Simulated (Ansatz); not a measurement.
Input file for Ansatz (an electronic-structure program): R-wB97X-V/def2-TZVPPD on HF (SMILES F) with ghost functions, monomers drawn apart or pushed together. Files ending in .json are basis or fitting sets from the Basis Set Exchange.

Ansatz 0.2 input:
```yaml
crystal:
  periodic: [false, false, false]
  atoms:
    - {symbol: F, position_ang: [0.06905009, 0.09156726, -0.12665757]}
    - {symbol: H, position_ang: [0.10900559, 0.08216204, 0.79901166]}
basis:
  gaussian:
    orbitals: def2-TZVPPD.json
    ghost_atoms:
      - {symbol: H, position_ang: [0.55900518, 0.08223895, 2.52045986]}
      - {symbol: H, position_ang: [-0.18558830, 0.04384401, 2.55333740]}
hamiltonian:
  xc: {name: wB97X-V}
scf: {lower_state_search: off}
```

Program output:

```
WARN ansatz: RAYON_NUM_THREADS=2 ignored (pool sized by the plan → 2); use --threads N
Functional definition: wB97X-V
these checks for a lower state are left out or cut short: stability, starts, cluster_reference, orbital_swaps, neighbouring_geometries, increment
integrals: 0.02 GiB planned
360 factors; their error is unknown
integrals: 0.05 GiB planned
130 factors; integrals over basis functions are off by at most 3.1e-5 eV
mean field: 0.21 GiB planned
mean field evaluation 1: about -2732.2891 eV, gradient 3.0e1 eV
mean field evaluation 2: about -2732.2160 eV, gradient 3.4e1 eV
mean field evaluation 4: about -2733.5578 eV, gradient 2.4e-1 eV
mean field evaluation 8: about -2733.5640 eV, gradient 9.8e-3 eV
mean field -2733.56401059 eV, -100.4566245129 hartree, gradient 1.5e-6 eV, S^2 0.000000; 0 other end points of the search recorded, 0 dependent functions left out
reference -2733.56400881 eV, -100.4566244476 hartree; 5, 5 occupied and 86, 86 virtual orbitals, 360 factors
Total energy: -2733.56400881 eV, -100.4566244476 hartree
Checks for a lower state left out: stability, starts, cluster_reference, orbital_swaps, neighbouring_geometries, increment
```

The run converged.

Cost: roughly 0.4 core-seconds.
